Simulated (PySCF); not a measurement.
[Lu(P5)2]+: from a saddle point downhill

PySCF 2.14.0, RKS BP86, Lu lcecp-1-SVP with ECP60, P def2-SVP; non-relativistic Hamiltonian with scalar-relativistic core potentials where named; density fitting; no spin-orbit coupling. Relaxed within the symmetry of its start, the geometry (D5d) is

```xyz
11

Lu    0.0000    0.0000    0.0000
P     0.0000    1.8415    2.3411
P    -1.7514    0.5691    2.3411
P    -1.0824   -1.4898    2.3411
P     1.0824   -1.4898    2.3411
P     1.7514    0.5691    2.3411
P     0.0000   -1.8415   -2.3411
P    -1.7514   -0.5691   -2.3411
P    -1.0824    1.4898   -2.3411
P     1.0824    1.4898   -2.3411
P     1.7514   -0.5691   -2.3411
```

and its lowest harmonic modes are -42, -36, -16, 89, 94, 96 cm⁻¹ (negative: unstable). It was moved along the lowest mode and relaxed again.

**Question.** Where does it end, and how much lower?

**Answer.** In C2, 0.090 eV lower, after 11 steps:
```xyz
11

Lu    0.4540    0.0017    0.0000
P    -0.1829    1.8355    2.2623
P    -1.8718    0.5441    1.8902
P    -1.1908   -1.5059    2.0311
P     0.9194   -1.4772    2.4915
P     1.5503    0.5921    2.6290
P    -0.1825   -1.8368   -2.2591
P    -1.8717   -0.5451   -1.8892
P    -1.1912    1.5048   -2.0337
P     0.9191    1.4757   -2.4941
P     1.5504   -0.5937   -2.6280
```

**Question.** How do the contacts change?

**Answer.** 
```json
{"contact": "Lu1–P4 (P5)", "saddle (Å)": "2.979", "end (Å)": "3.017"}
{"contact": "Lu1–P10 (P5)", "saddle (Å)": "2.979", "end (Å)": "2.934"}
{"contact": "Lu1–P6 (P5)", "saddle (Å)": "2.979", "end (Å)": "2.909"}
{"contact": "Lu1–P11 (P5)", "saddle (Å)": "2.979", "end (Å)": "2.909"}
```


No frequency check is given for the end, and other unstable modes may remain.

An lcecp potential fixes the number of 4f electrons, so in runs with it no electron can move into or out of that shell.

State: singlet in the valence, with the 4f electrons in the core potential.
